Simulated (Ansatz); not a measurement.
Relaxation of BClH₄SeSi (8 atoms, charge 0, multiplicity 1), to a largest force component of 0.02 eV/Å in at most 50 steps.

The calculation used RKS PBE/def2-SVP (Ansatz 0.2.0).

```xyz
8
Properties=species:S:1:pos:R:3
B -0.636 1.545 -0.229
Se 1.214 1.062 0.147
Si 0.583 -1.129 0.292
Cl 0.073 -1.821 -1.572
H -1.074 1.598 -1.373
H 1.987 2.333 0.503
H 1.797 -1.917 0.767
H -0.445 -1.256 1.266
```

Task: Where does it end, and by what steps?

Result: It converged. After 15 steps the energy has fallen by 5.528 eV; B1 moved furthest, 1.20 Å. Parted: Se2–Si3. Joined: B1–Si3.

| step | energy less start (eV) | largest force component (eV/Å) | accepted |
| --- | --- | --- | --- |
| 0 | 0.0000 | 2.183 | yes |
| 1 | -1.0326 | 1.465 | yes |
| 2 | -1.9946 | 2.366 | yes |
| 3 | -3.0545 | 2.697 | yes |
| 4 | -3.9823 | 1.730 | yes |
| 5 | -4.6256 | 1.355 | yes |
| 6 | -5.0804 | 1.089 | yes |
| 7 | -5.3284 | 0.598 | yes |
| 8 | -5.4561 | 0.460 | yes |
| 9 | -5.4868 | 0.596 | yes |
| 10 | -5.5131 | 0.107 | yes |
| 11 | -5.5219 | 0.179 | yes |
| 12 | -5.5266 | 0.082 | yes |
| 13 | -5.5208 | 0.122 | no |
| 14 | -5.5281 | 0.037 | yes |
| 15 | -5.5283 | 0.009 | yes |

```xyz
8
Properties=species:S:1:pos:R:3
B 0.296 0.802 -0.134
Se 1.865 1.712 0.458
Si 0.181 -1.193 0.120
Cl -0.236 -2.047 -1.753
H -0.599 1.430 -0.655
H 1.477 3.098 0.072
H 1.450 -1.820 0.635
H -0.936 -1.568 1.058
```

Time of the run: 17 s on 2 threads of Intel(R) Xeon(R) 6975P-C (Granite Rapids), with other jobs on the host, peak memory 0.22 GiB.
